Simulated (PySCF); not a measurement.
Several orderings of computed values.

Species are written as SMILES; each is one conformer at its optimised geometry, gas phase, non-relativistic unless stated. Electronic properties by PySCF.

The conformers computed, where there is a choice (atom-mapped SMILES and torsion angles):
- `[CH3:1][SiH2:2][CH2:3][C:4]([F:5])[SiH3:6]`: C1–Si2–C3–C4 67°, Si2–C3–C4–F5 78°
- `[CH2:1]=[N:2]/[CH:3]=[CH:4]/[C:5]#[N:6]`: C1–N2–C3–C4 180°
- `[CH:1]#[C:2][C@H:3]1[CH:4]=[CH:5][C:6]1[CH:7]=[CH2:8]`: C5–C6–C7–C8 -2°
- `[N:1]#[C:2][Si@@H:3]([NH2:4])[SiH:5][CH2:6][F:7]`: C2–Si3–Si5–C6 52°, Si3–Si5–C6–F7 66°, H–N4–Si3–C2 69°, H–N4–Si3–C2 -73°
- `[CH3:1][C:2]([OH:3])[S:4][SiH3:5]`: C1–C2–S4–Si5 -160°, H–O3–C2–C1 11°
- `[CH:1]#[C:2][C:3]#[C:4][CH2:5][C@H:6]1[CH:7][CH2:8]1`: C4–C5–C6–C7 -147°

The conformers of `F[CH][C@@H]1CO[SiH2][C@H]1F` [doublet state] and `FC[C]1CO[SiH2][C@H]1F` [doublet state] aren't listed.

Question: Rank by smallest rotational constant, highest first (GFN2-xTB).
A. `C[C](O)S[SiH3]` [radical]
B. `N#C[Si@@H](N)[SiH]CF` [radical]
C. `C=N/C=C/C#N`
D. `C#CC#CC[C@H]1[CH]C1` [radical]
E. `C#C[C@H]1C=C[C]1C=C` [radical]
F. `C[SiH2]C[C](F)[SiH3]` [radical]

Answer: A (1.631 GHz), C (1.457 GHz), E (1.188 GHz), F (1.076 GHz), B (0.856 GHz), D (0.764 GHz).

Question: Rank by isotropic g value, lowest first (unrestricted B3LYP/pcH-1, mean-field spin–orbit at GFN2-xTB geometries).
A. `FC[C]1CO[SiH2][C@H]1F` [radical]
B. `C[C](O)S[SiH3]` [radical]
C. `C[SiH2]C[C](F)[SiH3]` [radical]
D. `F[CH][C@@H]1CO[SiH2][C@H]1F` [radical]
E. `C#CC#CC[C@H]1[CH]C1` [radical]
F. `N#C[Si@@H](N)[SiH]CF` [radical]

Answer: A (2.00250), E (2.00266), F (2.00334), D (2.00380), C (2.00390), B (2.00417).

Question: Give the two extremes of that set as shifts from the free-electron value 2.002319.

Answer: `FC[C]1CO[SiH2][C@H]1F` [doublet state]: +180 ppm; `C[C](O)S[SiH3]` [doublet state]: +1850 ppm.
